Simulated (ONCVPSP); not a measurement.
Before and after: ONCV potential for Fe (Z = 26)

- Element: Fe
- Generator: ONCVPSP 4.0.1
- Type: optimised norm-conserving Vanderbilt (ONCV)
- Functional: LDA (Perdew-Wang 92)
- Relativity: scalar-relativistic
- Frozen core: [Ar]
- Valence charge: 8
- Reference configuration: 3d6 4s1 4p1
- Partial waves: 4s: rc 1.75 bohr, ncon 3, nbas 8, qcut 3.9 1/bohr, 3 projectors, debl 3.2 Ha; 4p: rc 2.40 bohr, ncon 4, nbas 9, qcut 3.5 1/bohr, 2 projectors, debl 3.8 Ha; 3d: rc 1.05 bohr, ncon 4, nbas 9, qcut 15.6 1/bohr, local
- Local potential: the d channel
- Core correction: polynomial model core, fcfact 0.2

All-electron outer shells of the reference configuration (LDA (PZ), scalar-relativistic, ld1.x):

```json
{"shell": "3s", "level (eV)": "-95.24", "outermost node (bohr)": "0.33", "outermost maximum (bohr)": "0.70"}
{"shell": "3p", "level (eV)": "-61.65", "outermost node (bohr)": "0.30", "outermost maximum (bohr)": "0.72"}
{"shell": "3d", "level (eV)": "-9.42", "outermost node (bohr)": "–", "outermost maximum (bohr)": "0.71"}
{"shell": "4s", "level (eV)": "-6.56", "outermost node (bohr)": "1.00", "outermost maximum (bohr)": "2.35"}
{"shell": "4p", "level (eV)": "-2.25", "outermost node (bohr)": "1.10", "outermost maximum (bohr)": "3.13"}
```

Change: core correction Teter function fitted to the true core (icmod 2), fcfact 0.25.

Cutoffs: the cutoffs (Ha) at which the residual kinetic energy of the hardest occupied pseudo-wave falls to 1 and 0.1 mHa per electron; they do not see the model core or the augmentation charge, which bear on the density cutoff. Errors are all-electron minus pseudo energies relative to the spin-unpolarised reference configuration.

Predict the effect on cutoff, ghosts and configuration errors.

The potential gets neither clearly harder nor softer (87 Ha and 100 Ha → 87 Ha and 100 Ha); both files keep a bound ghost (p, s); of the 4 tests that both files solve, the error grows in 0 and shrinks in 3 by more than 15 % and 0.3 meV (median size 17.9 → 11.9 meV). A model core, the more so a compact one, raises the density cutoff, which this test does not measure.

```csv
quantity,base,changed
"cutoff, loose",87 Ha,87 Ha
"cutoff, tight",100 Ha,100 Ha
bound ghosts,"s, p","s, p"
GHOST(+) flags under 300 eV,none,none
"error for 3d6 4s2 4p0, meV [ΔE -4.18 eV]",-1.1,-0.7
"error for 3d6 4s1 4p0, meV [ΔE 4.80 eV]",-2.9,-2.2
"error for 3d6 4s0 4p0, meV [ΔE 21.28 eV]",-33,-22
"error for 3d7 4s1 4p0, meV [ΔE -5.01 eV]",-107,-106
s: phases at 1.77 bohr within 0.05 rad from the reference energy up to (Ha; the scan ends near 5),to the end of the scan,to the end of the scan
p: phases at 2.43 bohr within 0.05 rad from the reference energy up to (Ha; the scan ends near 5),to the end of the scan,to the end of the scan
d: phases at 1.07 bohr within 0.05 rad from the reference energy up to (Ha; the scan ends near 5),3.9,3.9
"rms error of d²Exc/dni dnj with the model core, mHa",5.52,5.41
```

 A true bound ghost makes a file unfit for plane-wave use even where its test errors are small: the radial tests pick states by their node count and pass the ghost by.
